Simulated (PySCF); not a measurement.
Species: C₈H₁₁NS.
SMILES with atom numbers: `[CH3:1][S:2][c:3]1[cH:4][cH:5][cH:6][c:7]([CH2:8][NH2:9])[cH:10]1`

Geometry (GFN2-xTB, Å), atoms numbered from 1 in this order:
```
atom  x, y, z in Å
C1     3.7990    0.3006    0.7083
S2     2.2912   -0.2166    1.5762
C3     1.0264   -0.1070    0.3450
C4     1.2357    0.3460   -0.9492
C5     0.1701    0.3958   -1.8320
C6    -1.0947    0.0021   -1.4382
C7    -1.3122   -0.4579   -0.1431
C8    -2.7024   -0.8111    0.3271
N9    -3.4018    0.3186    0.9296
C10   -0.2469   -0.5055    0.7401
H11    3.9879   -0.3608   -0.1323
H12    4.6002    0.2106    1.4352
H13    3.7088    1.3341    0.3863
H14    2.2115    0.6609   -1.2820
H15    0.3361    0.7483   -2.8398
H16   -1.9169    0.0445   -2.1380
H17   -2.6574   -1.6057    1.0762
H18   -3.3071   -1.1604   -0.5142
H19   -2.8806    0.6582    1.7320
H20   -3.4621    1.0809    0.2616
H21   -0.3935   -0.8585    1.7508
```

NICS = −σ at a ghost point: NICS(0) at the centroid of the ring atoms, NICS(1) 1 Å to either side along the normal of their mean plane, zz for the tensor component along that normal. Level: GIAO PBE0/pcSseg-1 (PySCF, non-relativistic, gas phase) on the GFN2-xTB geometry, one conformer.

Ring bond lengths (Å), with Mayer bond orders in brackets: C3–C4 1.387 (1.34), C4–C5 1.385 (1.45), C5–C6 1.382 (1.45), C6–C7 1.392 (1.37), C7–C10 1.385 (1.40), C10–C3 1.391 (1.36).

Problem. Give the NICS values of each ring in ppm.

Solution. 
| ring | type | NICS(0) | NICS(1), two faces | NICS(1)zz, two faces | rms pucker (Å) | centre to ring atoms, mean (Å) |
| --- | --- | --- | --- | --- | --- | --- |
| C3–C4–C5–C6–C7–C10 | 6-membered carbocycle; formal bonds all aromatic | -7.9 | -10.4 / -10.7 | -25.2 / -26.1 | 0.00 | 1.39 |

Problem. What can be read from them?

Solution. 
- C3–C4–C5–C6–C7–C10: mean NICS(1)zz -25.6 ppm, shielded, aromatic by this magnetic criterion (flat ring, no four-coordinate atom).

Problem. What does the geometric index give? HOMA = 1 − mean of α(R − Ropt)² over the ring bonds, with Krygowski's 1993 parameters (CC: Ropt 1.388 Å, α 257.7 Å⁻²).

Solution. 
- C3–C4–C5–C6–C7–C10: HOMA 1.00 = 1 − EN − GEO, with mean bond length 1.387 Å, EN = α(Ropt − mean)² = 0.000 and GEO = α × variance = 0.003. The geometric and the magnetic index point the same way.

Problem. What are the shieldings of the ring atoms and their hydrogens in the same run (means over atoms taken as equivalent)?

Solution. 
| atoms | environment | σ isotropic (ppm) | principal values of the symmetric part, first atom (ppm) |
| --- | --- | --- | --- |
| C3 | substituted aromatic carbon | 37.6 | -49.7, 9.8, 152.6 |
| C4 | aromatic CH carbon | 64.0 | -40.0, 51.8, 180.2 |
| C5 | aromatic CH carbon | 51.1 | -59.6, 38.4, 174.7 |
| C6 | aromatic CH carbon | 60.0 | -38.7, 52.4, 166.1 |
| C7 | substituted aromatic carbon | 33.6 | -57.0, -16.1, 173.7 |
| C10 | aromatic CH carbon | 58.1 | -37.6, 56.0, 156.0 |
| H14 | aromatic hydrogen | 24.86 | 19.9, 23.8, 30.8 |
| H15 | aromatic hydrogen | 24.16 | 20.5, 24.8, 27.2 |
| H16 | aromatic hydrogen | 24.64 | 21.1, 24.4, 28.4 |
| H21 | aromatic hydrogen | 24.44 | 19.7, 22.3, 31.3 |
